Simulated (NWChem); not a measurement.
System: Ba

Input file for NWChem:

```
start job
memory heap 200 mb stack 900 mb global 1100 mb
geometry units angstroms noautosym nocenter noautoz
  Ba     0.000000     0.000000     0.000000
end
basis spherical
  * library def2-svp
end
ecp
  Ba library def2-ecp
end
dft
  xc r2scan
  iterations 150
  vectors input atomic output neutral.movecs
end
task dft energy
charge 1
dft
  odft
  mult 2
  vectors input atomic output cation.movecs
end
task dft energy
```

Excerpt of the output:

```
             Northwest Computational Chemistry Package (NWChem) 7.3.0
             --------------------------------------------------------

                             Geometry "geometry" -> ""
                             -------------------------

 Output coordinates in angstroms (scale by  1.889725989 to convert to a.u.)

  No.       Tag          Charge          X              Y              Z
 ---- ---------------- ---------- -------------- -------------- --------------
    1 Ba                  56.0000     0.00000000     0.00000000     0.00000000

 Effective nuclear repulsion energy (a.u.)       0.0000000000

                                 NWChem DFT Module
                                 -----------------

 Summary of "ao basis" -> "ao basis" (spherical)
 ------------------------------------------------------------------------------
       Tag                 Description            Shells   Functions and Types
 ---------------- ------------------------------  ------  ---------------------
 Ba                         def2-svp                 9       23   4s3p2d

            General Information
            -------------------
          SCF calculation type: DFT
          Wavefunction type:  closed shell.
          No. of atoms     :     1
          No. of electrons :    10
           Alpha electrons :     5
            Beta electrons :     5
          Charge           :     0
          Spin multiplicity:     1
          Use of symmetry is: off; symmetry adaption is: off
          Maximum number of iterations: 150
          AO basis - number of functions:    23
                     number of shells:     9
          Convergence on energy requested:  1.00D-06
          Convergence on density requested:  1.00D-05
          Convergence on gradient requested:  5.00D-04

              XC Information
              --------------
                      r^2SCAN Method XC Functional
               r^2SCAN metaGGA Exchange Functional  1.000
                     r^2SCAN Correlation Potential  1.000

             Grid Information
             ----------------
          Grid used for XC integration:  medium
          Radial quadrature: Mura-Knowles
          Angular quadrature: Lebedev.
          Tag              B.-S. Rad. Rad. Pts. Rad. Cut. Ang. Pts.
          ---              ---------- --------- --------- ---------
          Ba                  2.15      123          12.0       590
          Grid pruning is: on
          Number of quadrature shells:   123
          Spatial weights used:  Erf1

      Superposition of Atomic Density Guess
      -------------------------------------

 Sum of atomic energies:         -27.48397976

      Non-variational initial energy
      ------------------------------

 Total energy =     -25.070895
 1-e energy   =     -41.081992
 2-e energy   =      16.011098
 HOMO         =      -0.162023
 LUMO         =       0.030599

   convergence    iter        energy       DeltaE   RMS-Dens  Diis-err
 ---------------- ----- ----------------- --------- --------- ---------
 d= 0,ls=0.0,diis     1    -25.4230265638 -2.54D+01  3.06D-02  1.03D-02
 d= 0,ls=0.0,diis     2    -25.4244182823 -1.39D-03  1.03D-03  2.48D-04
 d= 0,ls=0.0,diis     3    -25.4244600844 -4.18D-05  6.41D-04  1.14D-06
 d= 0,ls=0.0,diis     4    -25.4244606669 -5.82D-07  8.26D-05  2.88D-08
 d= 0,ls=0.0,diis     5    -25.4244606785 -1.16D-08  5.69D-07  3.37D-12

         Total DFT energy =      -25.424460678479
      One electron energy =      -41.223060899471
           Coulomb energy =       19.349095754599
    Exchange-Corr. energy =       -3.550495533607
 Nuclear repulsion energy =        0.000000000000

 Numeric. integr. density =       10.000000008115

                       DFT Final Molecular Orbital Analysis
                       ------------------------------------

 Vector    3  Occ=2.000000D+00  E=-7.385998D-01
              MO Center= -1.6D-15,  3.4D-15,  1.6D-14, r^2= 1.2D+00
   Bfn.  Coefficient  Atom+Function         Bfn.  Coefficient  Atom+Function
  ----- ------------  ---------------      ----- ------------  ---------------
     7      0.814956  1 Ba pz                 6      0.226814  1 Ba py
    10      0.184079  1 Ba pz                 9      0.051232  1 Ba py
     5     -0.045547  1 Ba px

 Vector    4  Occ=2.000000D+00  E=-7.385998D-01
              MO Center=  9.8D-16,  5.2D-15, -4.0D-15, r^2= 1.2D+00
   Bfn.  Coefficient  Atom+Function         Bfn.  Coefficient  Atom+Function
  ----- ------------  ---------------      ----- ------------  ---------------
     6      0.814377  1 Ba py                 7     -0.222765  1 Ba pz
     9      0.183948  1 Ba py                 5      0.069560  1 Ba px
    10     -0.050317  1 Ba pz

 Vector    5  Occ=2.000000D+00  E=-1.193666D-01
              MO Center=  2.4D-14, -3.1D-14, -4.4D-14, r^2= 7.7D+00
   Bfn.  Coefficient  Atom+Function         Bfn.  Coefficient  Atom+Function
  ----- ------------  ---------------      ----- ------------  ---------------
     3      0.924995  1 Ba s                  2     -0.592447  1 Ba s
     4      0.268107  1 Ba s                  1      0.122717  1 Ba s

 Vector    6  Occ=0.000000D+00  E=-6.367915D-02
              MO Center=  2.0D-14, -9.0D-14, -3.6D-13, r^2= 4.8D+00
   Bfn.  Coefficient  Atom+Function         Bfn.  Coefficient  Atom+Function
  ----- ------------  ---------------      ----- ------------  ---------------
    15      0.801992  1 Ba d -1              20      0.286130  1 Ba d -1
    17      0.199076  1 Ba d  1              22      0.071025  1 Ba d  1

 Vector    7  Occ=0.000000D+00  E=-6.367915D-02
              MO Center= -8.7D-14,  7.8D-15,  3.0D-13, r^2= 4.8D+00
   Bfn.  Coefficient  Atom+Function         Bfn.  Coefficient  Atom+Function
  ----- ------------  ---------------      ----- ------------  ---------------
    17      0.800872  1 Ba d  1              22      0.285730  1 Ba d  1
    15     -0.197690  1 Ba d -1              20     -0.070531  1 Ba d -1
    14     -0.051480  1 Ba d -2

 Vector    8  Occ=0.000000D+00  E=-6.367915D-02
              MO Center=  7.8D-14, -9.2D-14,  2.4D-15, r^2= 4.8D+00
   Bfn.  Coefficient  Atom+Function         Bfn.  Coefficient  Atom+Function
  ----- ------------  ---------------      ----- ------------  ---------------
    14      0.824757  1 Ba d -2              19      0.294251  1 Ba d -2
    17      0.045978  1 Ba d  1              15     -0.028493  1 Ba d -1

                                 NWChem DFT Module
                                 -----------------

            General Information
            -------------------
          SCF calculation type: DFT
          Wavefunction type:  spin polarized.
          No. of atoms     :     1
          No. of electrons :     9
           Alpha electrons :     5
            Beta electrons :     4
          Charge           :     1
          Spin multiplicity:     2
          Use of symmetry is: off; symmetry adaption is: off
          Maximum number of iterations: 150
          AO basis - number of functions:    23
                     number of shells:     9
          Convergence on energy requested:  1.00D-06
          Convergence on density requested:  1.00D-05
          Convergence on gradient requested:  5.00D-04

              XC Information
              --------------
                      r^2SCAN Method XC Functional
               r^2SCAN metaGGA Exchange Functional  1.000
                     r^2SCAN Correlation Potential  1.000

             Grid Information
             ----------------
          Grid used for XC integration:  medium
          Radial quadrature: Mura-Knowles
          Angular quadrature: Lebedev.
          Tag              B.-S. Rad. Rad. Pts. Rad. Cut. Ang. Pts.
          ---              ---------- --------- --------- ---------
          Ba                  2.15      123          12.0       590
          Grid pruning is: on
          Number of quadrature shells:   123
          Spatial weights used:  Erf1

      Superposition of Atomic Density Guess
      -------------------------------------

 Sum of atomic energies:         -27.48397976

 Renormalizing density from      10.00 to      9

      Non-variational initial energy
      ------------------------------

 Total energy =     -24.004804
 1-e energy   =     -36.973793
 2-e energy   =      12.968989
 HOMO         =      -0.363254
 LUMO         =      -0.208856

   convergence    iter        energy       DeltaE   RMS-Dens  Diis-err
 ---------------- ----- ----------------- --------- --------- ---------
 d= 0,ls=0.0,diis     1    -25.2405346942 -2.52D+01  1.17D-02  7.21D-03
                                                     3.35D-03  6.14D-03
 d= 0,ls=0.0,diis     2    -25.2433096753 -2.77D-03  4.00D-03  4.72D-05
                                                     3.15D-04  3.87D-05
 d= 0,ls=0.0,diis     3    -25.2433592988 -4.96D-05  7.10D-04  1.04D-06
                                                     2.12D-05  1.85D-07
 d= 0,ls=0.0,diis     4    -25.2433605362 -1.24D-06  1.50D-04  1.47D-08
                                                     8.98D-07  1.39D-10
 d= 0,ls=0.0,diis     5    -25.2433605682 -3.20D-08  2.18D-06  2.31D-12
                                                     6.62D-08  1.46D-12

         Total DFT energy =      -25.243360568192
      One electron energy =      -39.239634558605
           Coulomb energy =       17.430558667526
    Exchange-Corr. energy =       -3.434284677113
 Nuclear repulsion energy =        0.000000000000

 Numeric. integr. density =        9.000000000642

                    DFT Final Alpha Molecular Orbital Analysis
                    ------------------------------------------

 Vector    3  Occ=1.000000D+00  E=-9.452059D-01
              MO Center= -1.3D-15,  1.2D-15, -3.5D-15, r^2= 1.2D+00
   Bfn.  Coefficient  Atom+Function         Bfn.  Coefficient  Atom+Function
  ----- ------------  ---------------      ----- ------------  ---------------
     6      0.679569  1 Ba py                 7     -0.509434  1 Ba pz
     9      0.151070  1 Ba py                10     -0.113248  1 Ba pz
     5      0.030586  1 Ba px

 Vector    4  Occ=1.000000D+00  E=-9.452059D-01
              MO Center=  5.4D-15,  5.4D-15,  1.8D-14, r^2= 1.2D+00
   Bfn.  Coefficient  Atom+Function         Bfn.  Coefficient  Atom+Function
  ----- ------------  ---------------      ----- ------------  ---------------
     7      0.676554  1 Ba pz                 6      0.502167  1 Ba py
    10      0.150400  1 Ba pz                 5      0.111244  1 Ba px
     9      0.111633  1 Ba py

 Vector    5  Occ=1.000000D+00  E=-2.899310D-01
              MO Center= -7.7D-16, -8.4D-15,  2.1D-15, r^2= 6.3D+00
   Bfn.  Coefficient  Atom+Function         Bfn.  Coefficient  Atom+Function
  ----- ------------  ---------------      ----- ------------  ---------------
     3      1.312339  1 Ba s                  2     -0.677373  1 Ba s
     1      0.137584  1 Ba s                  4     -0.108779  1 Ba s

 Vector    6  Occ=0.000000D+00  E=-2.533402D-01
              MO Center= -9.9D-17, -1.3D-14, -1.3D-14, r^2= 3.6D+00
   Bfn.  Coefficient  Atom+Function         Bfn.  Coefficient  Atom+Function
  ----- ------------  ---------------      ----- ------------  ---------------
    15      0.931825  1 Ba d -1              20      0.130401  1 Ba d -1

 Vector    7  Occ=0.000000D+00  E=-2.533402D-01
              MO Center= -3.4D-15, -1.9D-16, -9.7D-15, r^2= 3.6D+00
   Bfn.  Coefficient  Atom+Function         Bfn.  Coefficient  Atom+Function
  ----- ------------  ---------------      ----- ------------  ---------------
    17      0.931679  1 Ba d  1              22      0.130380  1 Ba d  1

 Vector    8  Occ=0.000000D+00  E=-2.533402D-01
              MO Center= -8.8D-16, -8.3D-15,  1.7D-16, r^2= 3.6D+00
   Bfn.  Coefficient  Atom+Function         Bfn.  Coefficient  Atom+Function
  ----- ------------  ---------------      ----- ------------  ---------------
    14      0.931649  1 Ba d -2              19      0.130376  1 Ba d -2

                     DFT Final Beta Molecular Orbital Analysis
                     -----------------------------------------

 Vector    2  Occ=1.000000D+00  E=-9.421852D-01
              MO Center= -3.7D-15, -2.1D-15, -1.3D-16, r^2= 1.2D+00
   Bfn.  Coefficient  Atom+Function         Bfn.  Coefficient  Atom+Function
  ----- ------------  ---------------      ----- ------------  ---------------
     5      0.818008  1 Ba px                 6      0.234668  1 Ba py
     8      0.179915  1 Ba px                 7      0.069121  1 Ba pz
     9      0.051614  1 Ba py

 Vector    3  Occ=1.000000D+00  E=-9.421852D-01
              MO Center= -2.4D-15,  8.5D-15, -2.4D-15, r^2= 1.2D+00
   Bfn.  Coefficient  Atom+Function         Bfn.  Coefficient  Atom+Function
  ----- ------------  ---------------      ----- ------------  ---------------
     6      0.808817  1 Ba py                 5     -0.218085  1 Ba px
     9      0.177894  1 Ba py                 7     -0.165039  1 Ba pz
     8     -0.047966  1 Ba px                10     -0.036299  1 Ba pz

 Vector    4  Occ=1.000000D+00  E=-9.421852D-01
              MO Center= -1.3D-15,  2.3D-16,  1.2D-14, r^2= 1.2D+00
   Bfn.  Coefficient  Atom+Function         Bfn.  Coefficient  Atom+Function
  ----- ------------  ---------------      ----- ------------  ---------------
     7      0.834846  1 Ba pz                10      0.183619  1 Ba pz
     6      0.140464  1 Ba py                 5     -0.110840  1 Ba px
     9      0.030894  1 Ba py

 Vector    5  Occ=0.000000D+00  E=-2.271311D-01
              MO Center= -3.9D-14, -3.3D-14,  1.7D-14, r^2= 8.0D+00
   Bfn.  Coefficient  Atom+Function         Bfn.  Coefficient  Atom+Function
  ----- ------------  ---------------      ----- ------------  ---------------
     3      0.860152  1 Ba s                  2     -0.575866  1 Ba s
     4      0.328379  1 Ba s                  1      0.119508  1 Ba s

 Vector    6  Occ=0.000000D+00  E=-2.182415D-01
              MO Center=  8.3D-17,  1.6D-16,  4.5D-15, r^2= 3.6D+00
   Bfn.  Coefficient  Atom+Function         Bfn.  Coefficient  Atom+Function
  ----- ------------  ---------------      ----- ------------  ---------------
    15      0.940983  1 Ba d -1              20      0.113595  1 Ba d -1

 Vector    7  Occ=0.000000D+00  E=-2.182415D-01
              MO Center= -2.1D-15, -1.5D-15,  6.3D-15, r^2= 3.6D+00
   Bfn.  Coefficient  Atom+Function         Bfn.  Coefficient  Atom+Function
  ----- ------------  ---------------      ----- ------------  ---------------
    17      0.907919  1 Ba d  1              14      0.248107  1 Ba d -2
    22      0.109604  1 Ba d  1              19      0.029951  1 Ba d -2

   alpha - beta orbital overlaps
   -----------------------------

   alpha      1      2      3      4      5      6      7      8      9     10
    beta      1      2      3      4      5      6      7      8      9     10
 overlap   1.000  0.913  0.864  0.859  0.983  1.000  0.959  0.959  1.000  1.000

   alpha     11     12     13     14     15     16     17     18     19     20
    beta     11     13     12     14     15     16     17     18     19     22
 overlap   0.993  0.996  0.990  0.983  0.979  0.994  0.952  0.971  0.996  0.981

   alpha     21     22     23
    beta     21     20     23
 overlap   0.974  0.992  1.000

     --------------------------
     Expectation value of S2:
     --------------------------
      <S2> =      0.7503 (Exact =     0.7500)
```

Level: r2SCAN/def2-SVP with def2 effective core potentials on Ba, vertical spin-unrestricted ions. def2 effective core potentials on Ba; no spin-orbit coupling.
